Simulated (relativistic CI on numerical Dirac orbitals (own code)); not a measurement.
# Mn⁶⁺ in a cubic cluster: 2p photoemission with charge transfer

Computed with a charge-transfer multiplet model of a cubic metal-ligand cluster with up to 2 ligand holes, Slater and spin-orbit integrals from Dirac-Coulomb-Breit ions, Slater integrals scaled by 0.7. The parameters are those of a tetrahedral site (10Dq negative, t2 hopping the larger). The ground state mixes d1 with configurations of k ligand holes L, whose averages lie at kΔ + k(k − 1)U_dd/2; a core hole lowers each added d electron by U_cd. 20 K, Lorentzian 0.6 eV and Gaussian 0.8 eV FWHM.

Atomic integrals in eV (Slater integrals scaled, ζ unscaled), ground: F2dd 9.285, F4dd 5.869, zeta_d 0.064; with the core hole: F2dd 9.285, F4dd 5.869, zeta_d 0.092, zeta_core 6.783, F2cd 6.807, G1cd 5.482, G3cd 3.126. Where a configuration has fewer than two d electrons, the dd integrals are those of d2.

Cluster parameters (eV): U_dd = 6.4, U_cd = 8.3, 10Dq = -0.45, 10Dq(ligand) = 0, V(eg) = 1.88, V(t2g) = -3.19, final-state hopping factor = 0.9.

```
       Case   n_d    d1   d2L  d3L2     S
Δ = -2.8 eV  2.11  0.16  0.56  0.28  0.50
Δ = -1.8 eV  2.06  0.19  0.56  0.25  0.50
Δ = -0.8 eV  2.00  0.22  0.56  0.22  0.50
```

Weights, n_d and S are thermal averages at 20 K. Binding energies count from the first peak over 30 % of the highest in each spectrum, which can be another peak from case to case. The parameters are a model scan and need not match a compound or its usual spin state. Peaks in eV (height, largest 100):
- Δ = -2.8 eV: 0.0 (100), 3.4 (12), 8.3 (8), 11.2 (53), 13.5 (10), 17.2 (10), 28.3 (5)
- Δ = -1.8 eV: 0.0 (100), 3.5 (11), 11.2 (53), 13.6 (10), 17.0 (10), 28.0 (6)
- Δ = -0.8 eV: 0.0 (100), 3.5 (11), 11.2 (54), 13.7 (10), 16.7 (11), 27.7 (6)

For the case Δ = -1.8 eV, Δ = -1.8 eV is smaller than U_dd = 6.4 eV, the charge-transfer side of the Zaanen-Sawatzky-Allen scheme (negative Δ: between configuration averages a ligand hole costs less than the nominal valence; multiplet and field energies can change this for the lowest states). With the core hole the configuration with one ligand hole lies at Δ − U_cd = -11.1, -10.1, -9.1 eV from the one without, in the order of the table; where this is negative the screened configuration lies lower, though the effective hopping of about 7.1 eV (from the holes of the mixed ground state) mixes the two strongly wherever it is as large as the gap.

With at most 2 ligand holes the space is cut while the next configuration still counts, so covalency is underestimated, and a final configuration with one more ligand hole, which can lie low, is missing from the spectra.
